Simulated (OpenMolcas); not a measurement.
## W4+: effect of the active space

```json
{
  "Program": "OpenMolcas 26.06",
  "Method": "SS-CASPT2 or its RAS form, IPEA 0.25 Eh, imaginary shift 0.1 Eh",
  "Basis": "ANO-RCC-VTZP",
  "Scalar Hamiltonian": "DKH2, point nucleus",
  "Spin-orbit coupling": "state interaction with AMFI integrals over the reference wave functions, term energies averaged over their components"
}
```

A. 2 electrons in 5 orbitals (5d); 2S+1 = 3 even, 10 roots; 2S+1 = 1 even, 15 roots; closed shells correlated: 5s 5p; CASPT2 step of the order of 7 core-seconds
B. 8 electrons in 8 orbitals (RAS1 5p, at most 2 holes; RAS2 5d); 2S+1 = 3 even, 10 roots; 2S+1 = 1 even, 15 roots; closed shells correlated: 5s; CASPT2 step of the order of 15 core-seconds
C. 2 electrons in 10 orbitals (5d 6d); 2S+1 = 3 even, 10 roots; 2S+1 = 1 even, 15 roots; closed shells correlated: 5s 5p; CASPT2 step of the order of 70 core-seconds

Energies in cm⁻¹ above 5d² ³F₂, the measured ground level; measured values from the list in J. Phys. B 45, 065001 (2012).

```json
{"Level": "5d² ³F₂", "A": "0.0", "B": "0.0", "C": "0.0", "Measured": "0.0"}
{"Level": "5d² ³F₃", "A": "6440", "B": "6910", "C": "6500", "Measured": ""}
{"Level": "5d² ³F₄", "A": "11860", "B": "12570", "C": "11940", "Measured": "11519"}
{"Level": "5d² ³P₀", "A": "13580", "B": "13570", "C": "13590", "Measured": "12839"}
{"Level": "5d² ¹D₂ [58 %]", "A": "14100", "B": "14430", "C": "14000", "Measured": "13742"}
{"Level": "5d² ³P₁", "A": "17260", "B": "17530", "C": "17190", "Measured": "16331"}
{"Level": "5d² ¹G₄", "A": "23400", "B": "23940", "C": "23420", "Measured": "22346"}
{"Level": "5d² ³P₂ [67 %]", "A": "23490", "B": "24210", "C": "23380", "Measured": "22615"}
{"Level": "5d² ¹S₀", "A": "44510", "B": "44860", "C": "44470", "Measured": "43110"}
```

Deviations, from unrounded energies. A percentage is the sum of absolute deviations over the sum of measured energies, with the sign that they share, or ± where signs differ.

| Against measurement | Levels | A | B | C |
| --- | --- | --- | --- | --- |
| mean absolute deviation (cm-1) | 7 | 820 | 1200 | 780 |
| fine structure of the ground term (%) | 1 | +3.0 | +9.1 | +3.7 |
| other terms of the ground configuration (%) | 6 | +4.1 | +5.8 | +3.9 |

A, C lie about equally close to measurement and B furthest from it. The largest miss of C in the table is 5d² ¹S₀, by +1400 cm-1. The ranking rests on the paired levels alone, and a cruder setting can come out closer through cancelling errors.

The two smallest mean deviations differ by little beside CASPT2's spread within terms, so their order carries little weight.

Among A to C the level of the table that moves most is 5d² ³P₂ [67 %], by 830 cm-1 (lowest in C, highest in B). Moves below CASPT2's spread within the term are not significant.

Term energies are means over components that CASPT2 splits; among the terms shown or strongly mixed into the levels shown the widest spread is 570 cm-1 (5d² ¹G, C). Active for correlation alone: 5p; no level in the range computed is led by a configuration that opens it, so any true level of that kind is missing (holds for B). Active for correlation alone: 6d; no level in the range computed is led by a configuration that fills it, so any true level of that kind is missing (holds for C). Measured partners are found by configuration, term and J. A level has none where our copy of the source lacks it or the pairing is in doubt (some pairs that miss far off the trend of their configuration count as doubtful), and it then counts in no deviation. Levels of configurations outside the active space are missing.

A share in square brackets marks a mixed level and gives the weight of the term that names it, the lowest over the columns.
